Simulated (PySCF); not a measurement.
Species: C₅H₁₃NSi.
Z-matrix (Å and degrees, GFN2-xTB geometry), rows numbered from 1:
```
C 
C   1  1.3207
C   2  1.4839  1  124.84
Si  3  1.9054  2  109.93  1   108.71
N   4  1.7198  3  108.39  2  -168.04
C   5  1.4426  4  123.81  3   -36.67
C   5  1.4404  4  119.25  3   170.46
H   1  1.0768  2  122.22  3  -178.72
H   1  1.0780  2  121.50  3     1.39
H   2  1.0825  1  119.92  3   178.45
H   3  1.0897  2  109.85  1   -12.86
H   3  1.0909  2  109.05  1  -131.12
H   4  1.4661  3  111.01  2   -52.91
H   4  1.4783  3  107.93  2    66.29
H   6  1.0971  5  111.76  4   -93.17
H   6  1.0942  5  109.62  4   147.25
H   6  1.0858  5  110.06  4    27.75
H   7  1.0968  5  111.78  4    92.22
H   7  1.0934  5  109.91  4  -147.68
H   7  1.0860  5  109.61  4   -27.97
```

Computed at PBE0/pcSseg-1 (PySCF, non-relativistic), with Q(14N) = 0.02044 b: N5, 14N (I = 1): χzz = -5.448 MHz, η = 0.357.

Where would the pure quadrupole (NQR) lines of 14N at N5 fall for the rigid, isolated species?

From ν± = (3/4)|χ|(1 ± η/3) and ν0 = |χ|η/2: ν+ 4.572 MHz, ν− 3.600 MHz, ν0 0.971 MHz (silicon-bound nitrogen).

In a crystal, neighbours and librations shift these lines. GFN2-xTB bond lengths can be off by several hundredths of an ångström, more for odd bonds, and the gradients follow them. The small basis limits the accuracy of the gradients.

One conformer stands for the species.
